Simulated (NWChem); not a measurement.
System: YBrF$_{2}$; SMILES [F][Y]([F])[Br]

NWChem printed, in part:

```
             Northwest Computational Chemistry Package (NWChem) 7.3.0
             --------------------------------------------------------

                             Geometry "geometry" -> ""
                             -------------------------

 Output coordinates in angstroms (scale by  1.889725989 to convert to a.u.)

  No.       Tag          Charge          X              Y              Z
 ---- ---------------- ---------- -------------- -------------- --------------
    1 Y                   39.0000     0.30968800    -0.58392200     0.00000000
    2 F                    9.0000     0.53819400    -1.58911400     1.68996200
    3 F                    9.0000     0.53819400    -1.58911400    -1.68996200
    4 Br                  35.0000    -0.26741400     1.97750600     0.00000000

 Effective nuclear repulsion energy (a.u.)     558.2114666777

                                 NWChem DFT Module
                                 -----------------

 Summary of "ao basis" -> "ao basis" (spherical)
 ------------------------------------------------------------------------------
       Tag                 Description            Shells   Functions and Types
 ---------------- ------------------------------  ------  ---------------------
 Y                         def2-svpd                12       34   5s4p2d1f
 F                         def2-svpd                 9       23   4s3p2d
 Br                        def2-svpd                15       41   6s5p4d

            General Information
            -------------------
          SCF calculation type: DFT
          Wavefunction type:  closed shell.
          No. of atoms     :     4
          No. of electrons :    64
           Alpha electrons :    32
            Beta electrons :    32
          Charge           :     0
          Spin multiplicity:     1
          Use of symmetry is: off; symmetry adaption is: off
          Maximum number of iterations: 150
          AO basis - number of functions:   121
                     number of shells:    45
          Convergence on energy requested:  1.00D-06
          Convergence on density requested:  1.00D-05
          Convergence on gradient requested:  5.00D-04

              XC Information
              --------------
          PerdewBurkeErnzerhof Exchange Functional  1.000
            Perdew 1991 LDA Correlation Functional  1.000 local
           PerdewBurkeErnz. Correlation Functional  1.000 non-local

             Grid Information
             ----------------
          Grid used for XC integration:  medium
          Radial quadrature: Mura-Knowles
          Angular quadrature: Lebedev.
          Tag              B.-S. Rad. Rad. Pts. Rad. Cut. Ang. Pts.
          ---              ---------- --------- --------- ---------
          Y                   1.80      123          13.0       590
          F                   0.50       49          13.0       434
          Br                  1.15      112          13.0       590
          Grid pruning is: on
          Number of quadrature shells:   333
          Spatial weights used:  Erf1

      Superposition of Atomic Density Guess
      -------------------------------------

 Sum of atomic energies:       -2814.33965537

      Non-variational initial energy
      ------------------------------

 Total energy =   -2808.370111
 1-e energy   =   -4371.634369
 2-e energy   =    1337.295145
 HOMO         =      -0.426151
 LUMO         =      -0.101224

   convergence    iter        energy       DeltaE   RMS-Dens  Diis-err
 ---------------- ----- ----------------- --------- --------- ---------
 d= 0,ls=0.0,diis     1  -2811.1763352531 -3.04D+03  4.22D-02  1.82D+00
 d= 0,ls=0.5,diis     2  -2803.5936314347  7.58D+00  1.37D-02  7.06D+01
 d= 0,ls=0.5,diis     3  -2807.3833487284 -3.79D+00  7.25D-03  3.34D+01
 d= 0,ls=0.5,diis     4  -2809.0383824855 -1.66D+00  6.67D-03  1.61D+01
 d= 0,ls=0.5,diis     5  -2810.1003557886 -1.06D+00  5.49D-03  5.29D+00
 d= 0,ls=0.5,diis     6  -2810.5520851557 -4.52D-01  4.49D-03  1.33D+00
 d= 0,ls=0.5,diis     7  -2810.7400123235 -1.88D-01  5.19D-03  3.29D-01
 d= 0,ls=0.5,diis     8  -2810.8510238443 -1.11D-01  4.89D-03  1.79D-01
  Resetting Diis
 d= 0,ls=0.5,diis     9  -2810.8101750111  4.08D-02  4.10D-03  9.23D-01
 d= 0,ls=0.5,diis    10  -2810.6638409934  1.46D-01  1.56D-02  2.09D+00
 d= 0,ls=0.5,diis    11  -2810.4363077430  2.28D-01  4.89D-03  5.37D+00
 d= 0,ls=0.5,diis    12  -2810.6406802494 -2.04D-01  3.42D-03  2.13D+00
 d= 0,ls=0.5,diis    13  -2810.7727706465 -1.32D-01  5.09D-03  1.07D+00
 d= 0,ls=0.5,diis    14  -2810.9307936525 -1.58D-01  7.18D-03  6.15D-01
 d= 0,ls=0.5,diis    15  -2811.1353793455 -2.05D-01  5.61D-03  4.16D-01
 d= 0,ls=0.5,diis    16  -2811.2294153353 -9.40D-02  3.84D-03  6.40D-01
 d= 0,ls=0.5,diis    17  -2811.2422645471 -1.28D-02  2.37D-03  1.04D+00
 d= 0,ls=0.5,diis    18  -2811.2703133293 -2.80D-02  1.73D-03  9.99D-01
 d= 0,ls=0.5,diis    19  -2811.3032395128 -3.29D-02  1.28D-03  7.98D-01
 d= 0,ls=0.5,diis    20  -2811.3295347743 -2.63D-02  3.09D-03  6.13D-01
 d= 0,ls=0.5,diis    21  -2811.3844773618 -5.49D-02  1.59D-03  1.71D-01
 d= 0,ls=0.5,diis    22  -2811.4025990569 -1.81D-02  7.80D-04  3.54D-02
 d= 0,ls=0.5,diis    23  -2811.4072829745 -4.68D-03  4.55D-04  8.54D-03
 d= 0,ls=0.5,diis    24  -2811.4087980691 -1.52D-03  2.48D-04  1.51D-03
 d= 0,ls=0.5,diis    25  -2811.4092004248 -4.02D-04  1.55D-04  5.24D-04
 d= 0,ls=0.5,diis    26  -2811.4093481131 -1.48D-04  1.03D-04  2.19D-04
 d= 0,ls=0.5,diis    27  -2811.4094075646 -5.95D-05  7.04D-05  1.37D-04
 d= 0,ls=0.5,diis    28  -2811.4094391784 -3.16D-05  4.98D-05  8.17D-05
 d= 0,ls=0.5,diis    29  -2811.4094573567 -1.82D-05  3.70D-05  4.50D-05
 d= 0,ls=0.5,diis    30  -2811.4094674002 -1.00D-05  2.74D-05  2.30D-05
 d= 0,ls=0.5,diis    31  -2811.4094729276 -5.53D-06  2.05D-05  1.03D-05
 d= 0,ls=0.5,diis    32  -2811.4094758696 -2.94D-06  1.56D-05  4.86D-06
 d= 0,ls=0.5,diis    33  -2811.4094774776 -1.61D-06  1.19D-05  2.49D-06
 d= 0,ls=0.5,diis    34  -2811.4094783695 -8.92D-07  8.96D-06  1.36D-06

         Total DFT energy =    -2811.409478867111
      One electron energy =    -4376.182230307445
           Coulomb energy =     1455.624423913030
    Exchange-Corr. energy =     -116.820786076993
 Nuclear repulsion energy =      225.969113604296

 Numeric. integr. density =       64.000001847582

                       DFT Final Molecular Orbital Analysis
                       ------------------------------------

 Vector   30  Occ=2.000000D+00  E=-2.890485D-01
              MO Center= -1.8D-01,  1.6D+00,  5.3D-06, r^2= 2.7D+00
   Bfn.  Coefficient  Atom+Function         Bfn.  Coefficient  Atom+Function
  ----- ------------  ---------------      ----- ------------  ---------------
    97      0.488298  4 Br py                94      0.479218  4 Br py
    91     -0.319872  4 Br py                 7      0.217173  1 Y  py
     4     -0.159264  1 Y  s                  2      0.123789  1 Y  s
    22      0.120936  1 Y  d  2              20      0.116561  1 Y  d  0
    41      0.115495  2 F  pz                64     -0.115493  3 F  pz

 Vector   31  Occ=2.000000D+00  E=-2.692181D-01
              MO Center= -2.3D-01,  1.8D+00,  3.8D-06, r^2= 1.9D+00
   Bfn.  Coefficient  Atom+Function         Bfn.  Coefficient  Atom+Function
  ----- ------------  ---------------      ----- ------------  ---------------
    96      0.534830  4 Br px                93      0.494282  4 Br px
    90     -0.329294  4 Br px                18      0.130476  1 Y  d -2
    97      0.120571  4 Br py                94      0.111446  4 Br py
    87      0.107156  4 Br px                99      0.077446  4 Br px
     6     -0.074818  1 Y  px                91     -0.074245  4 Br py

 Vector   32  Occ=2.000000D+00  E=-2.626003D-01
              MO Center= -2.3D-01,  1.8D+00, -3.0D-04, r^2= 1.9D+00
   Bfn.  Coefficient  Atom+Function         Bfn.  Coefficient  Atom+Function
  ----- ------------  ---------------      ----- ------------  ---------------
    98      0.557148  4 Br pz                95      0.515071  4 Br pz
    92     -0.342352  4 Br pz                89      0.111380  4 Br pz
     8     -0.099767  1 Y  pz               101      0.085428  4 Br pz
    41      0.067687  2 F  pz                64      0.067744  3 F  pz
    19      0.064805  1 Y  d -1              17      0.063077  1 Y  pz

 Vector   33  Occ=0.000000D+00  E=-1.262348D-01
              MO Center=  3.0D-01, -5.7D-01,  2.8D-04, r^2= 3.7D+00
   Bfn.  Coefficient  Atom+Function         Bfn.  Coefficient  Atom+Function
  ----- ------------  ---------------      ----- ------------  ---------------
     4      0.543560  1 Y  s                 22      0.507571  1 Y  d  2
     2     -0.337393  1 Y  s                  5      0.315546  1 Y  s
    20     -0.254614  1 Y  d  0              18      0.241817  1 Y  d -2
     3     -0.230687  1 Y  s                  1      0.188229  1 Y  s
    27      0.111620  1 Y  d  2              25     -0.102754  1 Y  d  0

[...]

 DFT Linear Response polarizability / au
 Frequency  =       0.0000000 / au
              X              Y              Z
 -----------------------------------------------
 X      47.3698185     -6.1842322     -0.0029266
 Y      -6.1842287     73.3686306      0.0130845
 Z      -0.0029266      0.0130846     57.4250461
 -----------------------------------------------
 Eigenvalues =      45.9737640     74.7646955     57.4250358
 Isotropic   =      59.3878318
 Anisotropic =      25.1069031
 -----------------------------------------------

 Magnetic Dipole Response Matrix (nonzero elements):

 Exiting AOResponse driver routine
```

Level: PBE/def2-SVPD with def2 effective core potentials on Y. Geometry: optimised at PBE0/def2-SVP. No frequency run checked for a minimum. def2 effective core potentials on Y; no spin-orbit coupling.

Problem. Reconstruct the input file.

Solution. Several could match; the one computed here: the input that was run:
```
start job
memory heap 200 mb stack 900 mb global 1100 mb
geometry units angstroms noautosym nocenter noautoz
  Y      0.309688    -0.583922     0.000000
  F      0.538194    -1.589114     1.689962
  F      0.538194    -1.589114    -1.689962
  Br    -0.267414     1.977506     0.000000
end
basis spherical
  * library def2-svpd
end
ecp
  Y library def2-ecp
end
dft
  xc xpbe96 cpbe96
  iterations 150
end
property
  response 1 0.0
end
task dft property
```
